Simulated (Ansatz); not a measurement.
The cluster TiO₄H₄, relaxed as a singlet with RKS PBE-D4/def2-SVP in Ansatz, starting from the GFN1-xTB geometry. Force threshold 0.02 eV/Å.

The structure holds one bond between oxygen atoms, so isomers without such links may lie far lower. Another isomer (singlet) lies 0.39 eV lower at PBE0-D4/def2-TZVP; other spin states weren't run for this one.

Start:

```xyz
9

Ti    0.274   -0.336    0.675
O     0.383    0.187   -1.554
O    -1.392   -0.608    0.373
O     0.599    0.672    2.017
O     1.113    1.156    0.828
H     0.792    1.051   -1.665
H    -0.540    0.283   -1.806
H     1.111   -1.694    0.717
H    -2.340   -0.712    0.416
```

Problem. Estimate the energy that the relaxation releases and the steps that it takes.

Solution. 0.77 eV, in 12 steps; 31 s on 2 threads of Arm Neoverse V1 on a shared host. No frequencies were taken in this run, so the end may be a saddle point.

Problem. Does the start keep its bonding and symmetry?

Solution. By distances, no bond broke or formed. The bond that changes most is Ti1–H8, from 1.60 to 1.73 Å (atoms count from 1).

Problem. Predict the relaxed structure.

Solution. 
```xyz
9

Ti    0.243   -0.369    0.594
O     0.464    0.157   -1.497
O    -1.506   -0.770    0.307
O     0.539    0.612    2.074
O     0.988    1.293    0.868
H     0.728    1.092   -1.602
H    -0.425    0.076   -1.896
H     1.299   -1.738    0.538
H    -2.329   -0.353    0.614
```
Bond lengths: 4 × O–Ti 1.80 to 2.17 Å; 1 × O–O 1.46 Å; 3 × H–O 0.97 to 0.98 Å; 1 × H–Ti 1.73 Å.
